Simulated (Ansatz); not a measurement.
A run for Ansatz (a program for electronic structure): U-wB97M-V/def2-TZVPP on GeSb, 2S+1 = 2, a spin state set in the input, which need not be the lowest, a point of a bond scan (R = 2.449 Å). Elements past Kr take the def2 small-core potentials; no spin–orbit coupling.

Ansatz 0.2 input:
```yaml
crystal:
  periodic: [false, false, false]
  atoms:
    - {symbol: Ge, position_ang: [0.00000000, 0.00000000, 0.00000000]}
    - {symbol: Sb, position_ang: [0.00000000, 0.00000000, 2.44865200]}
basis:
  gaussian:
    orbitals: def2-TZVPP
    pivot_positions_ang: [[0.00000000, 0.00000000, 0.00000000], [0.00000000, 0.00000000, 2.44865200]]
hamiltonian:
  xc: {name: wB97M-V}
magnetization: {spin_polarized: true, initial_magnetization: 1}
output: {forces: true, orbitals: {seedname: ./end}}
```

The head of its log:

```
WARN ansatz: RAYON_NUM_THREADS=2 ignored (pool sized by the plan → 2); use --threads N
Functional definition: wB97M-V
integrals: 0.05 GiB planned
844 factors; integrals over basis functions are off by at most 2.0e-4 eV
integrals: 0.12 GiB planned
168 factors; integrals over basis functions are off by at most 1.1e-5 eV
mean field: 0.85 GiB planned
mean field evaluation 1: about -63049.2525 eV, gradient 1.3e1 eV
mean field evaluation 2: about -63047.9195 eV, gradient 2.1e1 eV
```

**Question.** What total energy does the run end on?

**Answer.** -2317.0775 hartree.
